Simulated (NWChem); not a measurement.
System: CH₂FNOSi; SMILES N#CO[SiH2]F

NWChem input:

```
start job
memory heap 200 mb stack 900 mb global 1100 mb
geometry units angstroms
  N      2.699328    -0.026809     0.050122
  C      1.588606    -0.019871     0.318787
  O      0.377195    -0.003717     0.651803
  Si    -1.115973    -0.389896     0.109050
  F     -1.502158     0.708310    -0.986676
  H     -1.901084    -0.155786     1.297288
  H     -1.117527    -1.662477    -0.579820
end
basis spherical
  * library 6-31g*
end
dft
  xc b3lyp
  iterations 150
end
driver
  maxiter 120
end
task dft optimize
task dft freq
```

The level has its own optimisation; frequencies are unscaled.

### Question
Predict the main results of this run. (B3LYP/6-31G* (spherical d).) Quantities: r C–N (Å); r C–O (Å); r O–Si (Å); r F–Si (Å); highest harmonic frequency (cm⁻¹); lowest (cm⁻¹); zero-point energy (kcal/mol); dipole (D).

### Answer
```
Item                               Value
---------------------------------  -----
r C–N (Å)                          1.165
r C–O (Å)                          1.295
r O–Si (Å)                         1.699
r F–Si (Å)                         1.599
highest harmonic frequency (cm⁻¹)   2384
lowest (cm⁻¹)                         56
zero-point energy (kcal/mol)        21.2
dipole (D)                          4.27
```
